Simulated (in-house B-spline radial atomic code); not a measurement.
The numbers below are computed, except where a source is named.
# Nb in an electron gas of r_s = 1.5: phase shifts, screening and friction

A nucleus sits in a uniform electron gas with a rigid positive background. The Kohn-Sham equations are solved self-consistently in the spin-unpolarised LDA (PW92), non-relativistic, on B-splines with outgoing waves at the boundary and partial waves to l = 8. The model has no lattice, no bands and no magnetic solution. Atomic units; δ_l are the phase shifts at the Fermi level, counted so that each bound state adds π, and good to about 0.0005.

The density parameter is r_s = 1.5 bohr.

| l | δ_l (rad) |
| --- | --- |
| 0 | 11.0941 |
| 1 | 8.6849 |
| 2 | 5.0292 |
| 3 | 0.2124 |
| 4 | 0.0465 |
| 5 | 0.0120 |
| 6 | 0.0032 |
| 7 | 0.0007 |
| 8 | 0.0001 |

Bound levels below the band bottom (hartree): s -14.48, p -11.63, d -6.414, s -1.262, p -0.5133 and deeper ones.

(1) Check the Friedel sum rule, and say where the screening charge sits.

(2) Find the transport cross section and the electronic stopping of a 1 keV Nb ion (mass 92.91 u).

## Answers

(1) k_F = (9π/4)^(1/3)/r_s = 1.27944. The rule is Z = (2/π) Σ (2l + 1) δ_l. The terms are s 7.063, p 16.587, d 16.008, f 0.947 and 0.385 beyond, in all 40.989 against Z = 41. Bound states hold 8 s, 18 p, 10 d electrons, so the scattering states carry 4.99 in all; where a term is smaller than its bound count, the bound level has drawn weight out of the band.

(2) σ_tr = (4π/k_F²) Σ (l + 1) sin²(δ_l − δ_(l+1)). The terms for l = 0 to 3 are 0.4471, 0.4837, 2.9674, 0.1091, all together 4.0137, so σ_tr = 7.677 × 4.0137 = 30.812 bohr². With n = 3/(4π r_s³) = 0.07074, the friction coefficient is Q = n k_F σ_tr = 2.7885. For v well below v_F = 1.279, dE/dx = Q v; with 24801 eV per u at v = 1, v = √(1000/(24801 × 92.91)) = 0.0208, so dE/dx = 0.05809 hartree/bohr = 29.9 eV/nm. The largest term couples the d and f waves.
